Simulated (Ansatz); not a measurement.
Consider the ligand exchange at a Ga–N bond: `C[N](C)[Ga]([OH])[SH]` + CH₃OH → `C[O][Ga]([OH])[SH]` + `CNC`.

Gas-phase electronic energies from Ansatz, PBE0-D4/def2-TZVP geometries. CCSD(T)/CBS adds triple-zeta CCSD(T) − MP2 to the extrapolated MP2 energy (def2 sets, frozen cores). This one scheme is used for every species. DFT in def2-TZVPP. For Ga outer-core shells are correlated without core-valence functions, which leaves a few kJ/mol of doubt a bond. Scalar relativity is left out up to krypton. One conformer a species, not always the lowest.

`C[N](C)[Ga]([OH])[SH]`:

Z-matrix (Å, degrees):
```
C
N 1 1.438
H 1 1.100 2 111.7
H 1 1.093 2 111.2 3 119.9
H 1 1.100 2 111.7 3 -120.1
C 2 1.440 1 113.6 3 60.0
Ga 2 1.813 1 123.8 3 -119.9
H 6 1.100 2 111.6 1 -60.0
H 6 1.100 2 111.6 1 60.0
H 6 1.092 2 111.0 1 180.0
O 7 1.786 2 122.6 1 -0.2
S 7 2.190 2 121.0 1 179.8
H 11 0.959 7 114.7 2 -0.2
H 12 1.344 7 91.8 2 179.9
```

CH₃OH:

```xyz
6

C     0.168   -0.046   -0.311
O    -0.279    0.646    0.832
H     0.747    0.661   -0.906
H    -0.661   -0.413   -0.928
H     0.819   -0.892   -0.059
H    -0.794    0.043    1.372
```

`C[O][Ga]([OH])[SH]`:

Z-matrix (Å, degrees):
```
C
O 1 1.407
H 1 1.095 2 109.5
H 1 1.095 2 110.1 3 118.8
H 1 1.098 2 113.4 3 -120.3
Ga 2 1.774 1 123.3 3 128.0
S 6 2.185 2 122.0 1 -0.8
O 6 1.775 2 117.6 1 179.5
H 7 1.344 6 91.6 2 -179.1
H 8 0.961 6 112.6 2 -0.0
```

`CNC`:

Cartesian coordinates in Å:
```
C -0.320 0.846 0.802
N 0.594 -0.176 0.347
C 0.095 -0.903 -0.797
H 0.125 1.403 1.629
H -1.235 0.377 1.174
H -0.614 1.566 0.018
H 1.490 0.238 0.127
H -0.798 -1.466 -0.510
H 0.843 -1.623 -1.137
H -0.181 -0.261 -1.652
```

```json
{"level": "r2SCAN-D4", "ΔE (kcal/mol)": "-5.2"}
{"level": "B2PLYP", "ΔE (kcal/mol)": "-5.7"}
{"level": "PBE", "ΔE (kcal/mol)": "-5.4"}
{"level": "r2SCAN", "ΔE (kcal/mol)": "-5.6"}
{"level": "CCSD/def2-TZVPP", "ΔE (kcal/mol)": "-4.6"}
{"level": "CCSD(T)/def2-TZVPP", "ΔE (kcal/mol)": "-4.2"}
{"level": "MP2/CBS(def2)", "ΔE (kcal/mol)": "-2.9"}
{"level": "CCSD/CBS(def2)", "ΔE (kcal/mol)": "-3.9"}
```

Problem. What does CCSD(T)/CBS give? (Estimate.)

Solution. Computed: -3.5 kcal/mol. The listed levels differ from it by -1.7, -2.2, -1.9, -2.1, -1.1, -0.7, 0.6, -0.4 kcal/mol.

Largest T1 diagnostic among the species: 0.014.

The D4 term adds +1.7 kcal/mol with B3LYP and +1.0 kcal/mol with PBE0; it sums over pairs of atoms, weighted by their polarisabilities, and B3LYP, whose exchange is more repulsive, gets the larger term. In def2-TZVPP, CCSD(T) changes the Hartree–Fock value by +3.6 kcal/mol (the triples alone add +0.4 kcal/mol) and MP2 by +4.1 kcal/mol.

B3LYP here is the variant with VWN-RPA as its local correlation; programs differ in this.
